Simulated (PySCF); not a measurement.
Coordinates in bohr (charge 0 multiplicity 1):
```
Al    0.0000    0.0000    0.0000
I     4.6766    0.0000    0.0000
I    -2.3383    4.0501    0.0000
I    -2.3383   -4.0501    0.0000
```

These are results of PBE in PySCF with Al def2-SVP, I def2-SVP with ECP28; scalar-relativistic core potentials, no spin–orbit coupling; density-fitted integrals, not measurements.

This geometry of AlI₃ is a stationary point at this level.

Task: What is the point group?

Result: D3h.

Task: Is it a minimum?

Result: Yes: all harmonic wavenumbers are real.

Task: Which band is strongest in the infrared?

Result: 422 cm⁻¹ (e'), 242 km/mol.

Task: Give the atomic charges and bond orders.

Result: 
```
  atom  Mulliken  Löwdin  polar tensor  Mayer order to Al1
   Al1      0.44   -0.01          1.29                   –
I2,3,4     -0.15    0.00         -0.43                1.16
```
